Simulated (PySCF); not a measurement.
C₄H₇F₂O₂Si (doublet state).
SMILES with atom numbers: `[CH3:1][C:2]1[O:3][SiH2:4][O:5][C@@H:6]1[CH:7]([F:8])[F:9]` (hydrogens: H10, H11, H12 on C1; H13, H14 on Si4; H15 on C6; H16 on C7)

Geometry (GFN2-xTB, Å), atoms numbered from 1 in this order:
```
atom  x, y, z in Å
C1    -1.4569   -1.3790    0.2813
C2    -0.7871   -0.0674    0.4117
O3    -1.3494    1.0318   -0.1600
Si4   -0.2615    2.2521   -0.3526
O5     0.9935    1.4543    0.3640
C6     0.6872    0.1165    0.6155
C7     1.5355   -0.7578   -0.3374
F8     1.0298   -0.7441   -1.5908
F9     1.5387   -2.0500    0.0625
H10   -1.3048   -1.8170   -0.7132
H11   -2.5284   -1.2554    0.4251
H12   -1.0640   -2.0749    1.0196
H13   -0.6165    3.3831    0.4811
H14   -0.0081    2.4663   -1.7664
H15    1.0084   -0.1449    1.6361
H16    2.5759   -0.4047   -0.3880
```

The hyperfine couplings belong to this conformer and change with its torsions.

The calculation used UKS B3LYP, pcH-1 on C F H O Si, non-relativistic, mean-field spin-orbit, GIAO (PySCF 2.14.0). The structure is a single GFN2-xTB conformer in the gas phase; no vibrational or solvent corrections. The geometry wasn't refined by DFT: couplings that depend on bond lengths, twists or pyramidal angles can differ widely from those at the functional's own minimum. The SCF solution wasn't tested for stability.

Q: What is the g tensor, term by term?

A: 
```tsv
Δg (ppm)	1	2	3
relativistic mass correction	-188	-188	-188
gauge correction	-4	36	32
orbital Zeeman/spin–orbit	-26	1277	1709
total	-218	1125	1552
```

So g = 2.00210, 2.00344, 2.00387 and g_iso = 2.00314; the tensor is rhombic: the two nearest values differ by 24 % of g3 − g1. 

Q: At 9.503 GHz, how far is the centre of the isotropic spectrum from where a free electron (g = 2.002319) resonates?

A: B = hν/(g μB) with μB/h = 13.99624 MHz/mT gives 339.09 mT for the free electron and 338.95 mT at g_iso, 0.14 mT lower.

Q: What effective moment and Curie constant follow for a powder?

A: With the mean of g² = 4.0126 and S(S+1) = 0.75: μ_eff = √(⟨g²⟩S(S+1)) = 1.735 μB and χT = 0.12505·⟨g²⟩·S(S+1) = 0.376 cm³ K/mol (cgs; spin-Hamiltonian part alone).

Q: In a frozen sample, at which fields do the three g values resonate at 9.5, 34, 94 and 263 GHz (hyperfine left aside), and which band first spreads them over more than twice a line width of 0.3 mT?

A: 
```
band    GHz  B(g3) mT  B(g2) mT  B(g1) mT  spread mT
   X    9.5    338.72    338.79    339.02       0.30
   Q   34.0   1212.26   1212.52   1213.34       1.07
   W   94.0   3351.56   3352.27   3354.52       2.96
   J  263.0   9377.22   9379.22   9385.52       8.29
```

The spread grows in proportion to the frequency. Q band is the first where it exceeds 0.6 mT.

The Mulliken spin populations are largest on C2 (+0.87), O3 (+0.10), C1 (-0.07) and H10 (+0.07). C2 is the only atom above +0.15. The positive populations add up to 1.13 and the negative ones to -0.13, together 2S = 1. The angles at C2 add up to 355.3°, so it is nearly planar.

The HOMO–LUMO gaps are 4.58 eV among the α and 7.22 eV among the β orbitals.
